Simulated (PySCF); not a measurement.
CdH3NO, SMILES [NH2][Cd][OH]. Atoms are numbered in the order given.

```xyz
6

Cd    -0.0108    -0.0057     0.0000
O     -1.9728    -0.0971     0.0000
H     -2.3863     0.7688     0.0000
N      1.9860     0.1315     0.0000
H      2.3938    -0.3195    -0.8112
H      2.3938    -0.3195     0.8112
```
Charge 0, spin multiplicity 1.

Coordinates come from a PBE0-D3(BJ)/def2-TZVP optimisation. The def2 effective core potentials stand for the cores of Cd; spin–orbit coupling is left out. The values are those of a single conformer.

All values below come from r2SCAN/def2-TZVPD (PySCF).

The molecule is in vacuum.

```json
{
  "total_energy": "-299.59670 hartree",
  "point_group": "Cs",
  "highest_occupied_level": "-6.12 eV",
  "lowest_empty_level": "-1.60 eV",
  "orbital_gap": "4.52 eV",
  "dipole_moment": "0.243 e·Å",
  "quadrupole, principal values (traceless, Buckingham form, about the centre of nuclear charge)": "-13.58, 4.59, 8.99 D·Å",
  "mean_static_polarisability": "46.9 bohr³ (6.95 Å³)",
  "polarisability_principal_values": "37.2, 38.4, 65.1 bohr³"
}
```
